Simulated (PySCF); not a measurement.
## Pb⁺: fine-structure interval

Pb⁺ [Xe] 4f14 5d10 6s2 6p1 [6p1/2^1, M_J = 1/2] → Pb⁺ [Xe] 4f14 5d10 6s2 6p1 [6p3/2^1, M_J = 3/2], as a difference of total energies. Calculation: PySCF 2.14, in x2c-SVPall-2c with one added diffuse shell each of s, p type (8s12p7d2f, 93 functions); the two-component X2C-1e Hamiltonian. Correlated levels: [Kr] 4d10 4f14 frozen; the 22 highest virtual spinors dropped. "Screened" scales the spin-orbit matrix elements by Boettger's factors to mimic the two-electron term; Breit and QED terms are absent.

```tsv
method	fine-structure interval (cm⁻¹)	error (cm⁻¹)
GHF (screened spin-orbit)	15036	+955
GMP2 (screened spin-orbit)	13219	-862
GHF (bare spin-orbit)	15440	+1359
```

Reference: 14081 cm⁻¹ (measured; NIST Handbook of Basic Atomic Spectroscopic Data (Sansonetti and Martin, J. Phys. Chem. Ref. Data 34, 1559 (2005))).

Errors of the correlated levels include the incompleteness of this basis and the frozen core.
